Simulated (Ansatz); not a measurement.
`NC(O)S[SiH3]`, charge 0, multiplicity 1.

(1) Give a relaxed structure at PBE0-D4/def2-TZVP (Ansatz). (Estimate.)

Answers

(1) The calculation gave: 
```xyz
12

N    -0.4112   -0.7847   -2.0377
C    -0.1476   -0.5678   -0.6565
O     1.2237   -0.4235   -0.4387
S    -0.9577    0.9551    0.0079
Si    0.0495    1.0755    1.8861
H    -0.2275    0.0510   -2.5808
H    -1.3636   -1.0839   -2.1990
H    -0.5571   -1.4122   -0.0904
H     1.6533   -1.1514   -0.9041
H     0.0782   -0.2675    2.5226
H     1.4287    1.6071    1.7803
H    -0.7687    2.0022    2.7103
```
This is one stationary point; other conformers may exist.
